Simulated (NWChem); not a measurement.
All runs are NWChem calculations. System: formate (CHO$_{2}$ (-1)), charge -1, spin multiplicity 1, at a geometry optimised with PBE0/def2-SVP. Level: RHF/def2-TZVPD.

The NWChem input:

```
start mol
memory heap 200 mb stack 900 mb global 1100 mb
charge -1
geometry units angstroms nocenter noautoz
  O      1.132028     0.000000     0.206506
  C      0.000000     0.000000    -0.305218
  O     -1.132028     0.000000     0.206506
  H      0.000000     0.000000    -1.472789
  symmetry group C2v
end
basis spherical
  * library def2-tzvpd
end
scf
  rhf
  nopen 0
  maxiter 100
  thresh 1e-7
  semidirect memsize 60000000 filesize 0
end
task scf energy
```

Output (cleaned and shortened):

```
             Northwest Computational Chemistry Package (NWChem) 7.3.0
             --------------------------------------------------------

                                NWChem Input Module
                                -------------------

 Scaling coordinates for geometry "geometry" by  1.889725989
 (inverse scale =  0.529177249)

 Turning off AUTOSYM since
 SYMMETRY directive was detected!

                             Geometry "geometry" -> ""
                             -------------------------

 Output coordinates in angstroms (scale by  1.889725989 to convert to a.u.)

  No.       Tag          Charge          X              Y              Z
 ---- ---------------- ---------- -------------- -------------- --------------
    1 O                    8.0000     1.13202800     0.00000000     0.20650600
    2 C                    6.0000     0.00000000     0.00000000    -0.30521800
    3 O                    8.0000    -1.13202800     0.00000000     0.20650600
    4 H                    1.0000     0.00000000     0.00000000    -1.47278900

 Effective nuclear repulsion energy (a.u.)      62.7509648857

            Nuclear Dipole moment (a.u.)
            ----------------------------
        X                 Y               Z
 ---------------- ---------------- ----------------
     0.0000000000     0.0000000000    -0.0000018897

      Symmetry information
      --------------------

 Group name             C2v
 Group number             16
 Group order               4
 No. of unique centers     3

      Symmetry unique atoms

     1    2    4


 Summary of "ao basis" -> "" (spherical)
 ------------------------------------------------------------------------------
       Tag                 Description            Shells   Functions and Types
 ---------------- ------------------------------  ------  ---------------------
 *                         def2-tzvpd                 on all atoms

 Summary of "ao basis" -> "ao basis" (spherical)
 ------------------------------------------------------------------------------
       Tag                 Description            Shells   Functions and Types
 ---------------- ------------------------------  ------  ---------------------
 O                         def2-tzvpd               14       40   6s4p3d1f
 C                         def2-tzvpd               13       37   6s3p3d1f
 H                         def2-tzvpd                5        9   3s2p

                                 NWChem SCF Module
                                 -----------------

  ao basis        = "ao basis"
  functions       =   126
  atoms           =     4
  closed shells   =    12
  open shells     =     0
  charge          =  -1.00
  wavefunction    = RHF
  use symmetry    = T
  symmetry adapt  = T

 Summary of "ao basis" -> "ao basis" (spherical)
 ------------------------------------------------------------------------------
       Tag                 Description            Shells   Functions and Types
 ---------------- ------------------------------  ------  ---------------------
 O                         def2-tzvpd               14       40   6s4p3d1f
 C                         def2-tzvpd               13       37   6s3p3d1f
 H                         def2-tzvpd                5        9   3s2p

      Symmetry analysis of basis
      --------------------------

        a1         49
        a2         17
        b1         37
        b2         23

 Forming initial guess at       0.1s

      Superposition of Atomic Density Guess
      -------------------------------------

 Sum of atomic energies:        -187.73999845

 Renormalizing density from      23.00 to     24

      Non-variational initial energy
      ------------------------------

 Total energy =    -193.615966
 1-e energy   =    -398.047196
 2-e energy   =     141.680265
 HOMO         =       0.043938
 LUMO         =       0.210995

      Symmetry analysis of molecular orbitals - initial
      -------------------------------------------------

  Numbering of irreducible representations:

     1 a1          2 a2          3 b1          4 b2

  Orbital symmetries:

     1 a1          2 b1          3 a1          4 a1          5 b1
     6 a1          7 a1          8 b1          9 b2         10 a2
    11 b1         12 a1         13 a1         14 b1         15 a1
    16 b2         17 b1         18 a2         19 a1         20 a1
    21 b2         22 b1

 Starting SCF solution at       1.8s

 ----------------------------------------------
         Quadratically convergent ROHF

 Convergence threshold     :          1.000E-07
 Maximum no. of iterations :          100
 Final Fock-matrix accuracy:          1.000E-09
 ----------------------------------------------

              iter       energy          gnorm     gmax       time
             ----- ------------------- --------- --------- --------
                 1     -188.1227667109  1.74D+00  4.11D-01      2.0
                 2     -188.2750639260  2.53D-01  5.86D-02      2.2
                 3     -188.2804789840  1.91D-02  4.96D-03      2.6
                 4     -188.2805256317  2.51D-04  5.94D-05      3.3
                 5     -188.2805256406  2.72D-08  4.64D-09      4.7

       Final RHF  results
       ------------------

         Total SCF energy =   -188.280525640590
      One-electron energy =   -389.601736189484
      Two-electron energy =    138.570245663222
 Nuclear repulsion energy =     62.750964885673

        Time for solution =      2.9s

       Symmetry analysis of molecular orbitals - final
       -----------------------------------------------

  Numbering of irreducible representations:

     1 a1          2 a2          3 b1          4 b2

  Orbital symmetries:

     1 b1          2 a1          3 a1          4 a1          5 b1
     6 a1          7 a1          8 b1          9 b2         10 b1
    11 a2         12 a1         13 a1         14 b1         15 a1
    16 b2         17 b1         18 a1         19 a2         20 a1
    21 b2         22 b1

             Final eigenvalues
             -----------------

              1
    1  -20.2871
    2  -20.2870
    3  -11.1243
    4   -1.1633
    5   -1.0678
    6   -0.5439
    7   -0.4309
    8   -0.3921
    9   -0.3478
   10   -0.2117
   11   -0.1904
   12   -0.1844
   13    0.2104
   14    0.2349
   15    0.2496
   16    0.2640
   17    0.2901
   18    0.2961
   19    0.2974
   20    0.3437
   21    0.3870
   22    0.4168

                       ROHF Final Molecular Orbital Analysis
                       -------------------------------------

 Vector   10  Occ=2.000000D+00  E=-2.117173D-01  Symmetry=b1
              MO Center=  7.0D-17,  7.0D-30,  1.3D-01, r^2= 2.0D+00
   Bfn.  Coefficient  Atom+Function         Bfn.  Coefficient  Atom+Function
  ----- ------------  ---------------      ----- ------------  ---------------
     9      0.257578  1 O  pz                86     -0.257578  3 O  pz
    12      0.231266  1 O  pz                89     -0.231266  3 O  pz
     7     -0.209075  1 O  px                84     -0.209075  3 O  px
    10     -0.190371  1 O  px                87     -0.190371  3 O  px
    15      0.172237  1 O  pz                92     -0.172237  3 O  pz

 Vector   11  Occ=2.000000D+00  E=-1.903945D-01  Symmetry=a2
              MO Center= -4.4D-16, -1.5D-16,  1.7D-01, r^2= 2.0D+00
   Bfn.  Coefficient  Atom+Function         Bfn.  Coefficient  Atom+Function
  ----- ------------  ---------------      ----- ------------  ---------------
     8      0.314318  1 O  py                85     -0.314318  3 O  py
    11      0.287197  1 O  py                88     -0.287197  3 O  py
    14      0.209456  1 O  py                91     -0.209456  3 O  py

 Vector   12  Occ=2.000000D+00  E=-1.843668D-01  Symmetry=a1
              MO Center=  6.5D-14,  4.9D-18, -1.8D-01, r^2= 2.2D+00
   Bfn.  Coefficient  Atom+Function         Bfn.  Coefficient  Atom+Function
  ----- ------------  ---------------      ----- ------------  ---------------
     9      0.283119  1 O  pz                86      0.283119  3 O  pz
    12      0.253217  1 O  pz                89      0.253217  3 O  pz
   119      0.228439  4 H  s                 15      0.186878  1 O  pz
    45      0.186598  2 C  s                 92      0.186878  3 O  pz
    55     -0.155801  2 C  pz

 Vector   13  Occ=0.000000D+00  E= 2.103962D-01  Symmetry=a1
              MO Center= -2.8D-14,  2.3D-16,  2.6D-01, r^2= 1.6D+01
   Bfn.  Coefficient  Atom+Function         Bfn.  Coefficient  Atom+Function
  ----- ------------  ---------------      ----- ------------  ---------------
    46      9.148537  2 C  s                  6     -6.903338  1 O  s
    83     -6.903338  3 O  s                 45      5.467682  2 C  s
    55      2.259835  2 C  pz                16      1.588330  1 O  px
    93     -1.588330  3 O  px                 5     -1.133025  1 O  s
    82     -1.133025  3 O  s                 44      1.072168  2 C  s

 Vector   14  Occ=0.000000D+00  E= 2.349012D-01  Symmetry=b1
              MO Center=  5.7D-13,  6.6D-15,  3.4D-01, r^2= 1.9D+01
   Bfn.  Coefficient  Atom+Function         Bfn.  Coefficient  Atom+Function
  ----- ------------  ---------------      ----- ------------  ---------------
     6      6.300441  1 O  s                 83     -6.300441  3 O  s
    53     -2.886657  2 C  px                16     -2.748101  1 O  px
    93     -2.748101  3 O  px                 5      1.404018  1 O  s
    82     -1.404018  3 O  s                 69      1.164057  2 C  d  1
    13     -0.890160  1 O  px                90     -0.890160  3 O  px

 Vector   15  Occ=0.000000D+00  E= 2.495753D-01  Symmetry=a1
              MO Center= -4.5D-13, -4.2D-16, -3.3D-01, r^2= 1.3D+01
   Bfn.  Coefficient  Atom+Function         Bfn.  Coefficient  Atom+Function
  ----- ------------  ---------------      ----- ------------  ---------------
   120      8.149931  4 H  s                 45     -3.345641  2 C  s
    55      3.054457  2 C  pz                 6     -2.304016  1 O  s
    83     -2.304016  3 O  s                126      1.826466  4 H  pz
    68     -1.715055  2 C  d  0              18      1.311788  1 O  pz
    95      1.311788  3 O  pz                46      1.142127  2 C  s

 center of mass
 --------------
 x =   0.00000000 y =   0.00000000 z =   0.06127905

 moments of inertia (a.u.)
 ------------------
          16.501378671393           0.000000000000           0.000000000000
           0.000000000000         162.895556828411           0.000000000000
           0.000000000000           0.000000000000         146.394178157018

  Mulliken analysis of the total density
  --------------------------------------

    Atom       Charge   Shell Charges
 -----------   ------   -------------------------------------------------------
    1 O    8     8.74   0.79  1.18  0.57  0.93  0.41  0.05  1.84  1.99  0.89  0.06  0.00  0.03 -0.00  0.00
    2 C    6     5.66   0.86  1.12  0.52  0.48  0.11  0.04  1.12  0.92  0.09  0.07  0.21  0.09  0.03
    3 O    8     8.74   0.79  1.18  0.57  0.93  0.41  0.05  1.84  1.99  0.89  0.06  0.00  0.03 -0.00  0.00
    4 H    1     0.86   0.26  0.53  0.04  0.02  0.00

       Multipole analysis of the density wrt the origin
       ------------------------------------------------

     L   x y z        total         open         nuclear
     -   - - -        -----         ----         -------
     0   0 0 0     -1.000000      0.000000     23.000000

     1   1 0 0     -0.000000      0.000000      0.000000
     1   0 1 0      0.000000      0.000000      0.000000
     1   0 0 1     -0.638098      0.000000     -0.000002

     2   2 0 0    -21.874539      0.000000     73.220382
     2   1 1 0     -0.000000      0.000000      0.000000
     2   1 0 1     -0.000000      0.000000      0.000000
     2   0 2 0    -14.022174      0.000000      0.000000
     2   0 1 1      0.000000      0.000000      0.000000
     2   0 0 2    -15.217925      0.000000     12.178655

 Task  times  cpu:        4.7s     wall:        4.7s

 Total times  cpu:        4.8s     wall:        4.8s
```
